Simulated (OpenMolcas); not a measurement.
Fe3+.

| Item | Value |
| --- | --- |
| Program | OpenMolcas |
| Method | CASSCF |
| Basis | ANO-R2 [6s5p4d2f1g] |
| Scalar Hamiltonian | X2C, finite nucleus |
| Active space | 5 electrons in 5 orbitals (3d) |
| State averaging | 2S+1 = 6 even, 1 root; 2S+1 = 4 even, 24 roots; 2S+1 = 2 even, 75 roots |
| Spin-orbit coupling | RASSI with atomic mean-field integrals over the reference wave functions, term energies averaged over their components |

Levels without dynamic correlation, in cm-1 above 3d5 6S 5/2:

| Level | E |
| --- | --- |
| 3d5 4P 5/2 | 43113 |
| 3d5 4G 5/2 | 37475 |
| 3d5 4D 7/2 | 46567 |
| 3d5 2I 11/2 | 53348 |
| 3d5 2D 5/2(1) [70 %] | 59918 |

On this reference, MS-CASPT2, IPEA 0.25 Eh, imaginary shift 0.1 Eh (closed shells correlated: 3s 3p) puts 3d5 4P 5/2 at 36600 cm-1.

Q: Estimate the other levels at that method by one scale factor, and say how well it serves.

A: The factor is 36600 / 43113 = 0.849. Scaled values beside those that MS-CASPT2 gives and measured ones (Corliss and Sugar, J. Phys. Chem. Ref. Data 11, 135 (1982)):
```json
{"Level": "3d5 4G 5/2", "Scaled": "31816", "MS-CASPT2": "33300", "Miss (%)": "-4.5", "Measured": ""}
{"Level": "3d5 4D 7/2", "Scaled": "39535", "MS-CASPT2": "39900", "Miss (%)": "-0.9", "Measured": "38779"}
{"Level": "3d5 2I 11/2", "Scaled": "45292", "MS-CASPT2": "48770", "Miss (%)": "-7.1", "Measured": ""}
{"Level": "3d5 2D 5/2(1) [70 %]", "Scaled": "50870", "MS-CASPT2": "51470", "Miss (%)": "-1.2", "Measured": "49542"}
```
For these levels the scaled values miss MS-CASPT2 by up to 7.1 %, as correlation changes each term by its own factor, spin-orbit parts do not scale and CASPT2 has its own spread within terms. This holds within one configuration; levels of others move differently, and the target method has errors of its own against measurement.

CASPT2 does not keep the components of a term degenerate, so their means are used; among the terms shown or strongly mixed into the levels shown the widest spread is 310 cm-1 (3d5 4G, MS-CASPT2). Without dynamic correlation excited terms often stand tens of per cent too high (terms of higher spin than the ground term too low), and those without a measured partner can miss by more than the paired ones (holds for CASSCF). Blocks of more than 70 roots (2S+1 = 2 even) ran without multistate coupling (holds for MS-CASPT2). Computed and measured levels are paired by configuration, term and J; levels that our copy of the source lacks, or whose pairing is in doubt (as where it misses far off the trend of its configuration), stay unpaired and out of the deviations. Only configurations of the active space appear.

A share in square brackets marks a mixed level and gives the weight of the term that names it, the lowest over the columns. A number in round brackets counts repeated terms of one configuration in the order of the reference energies.
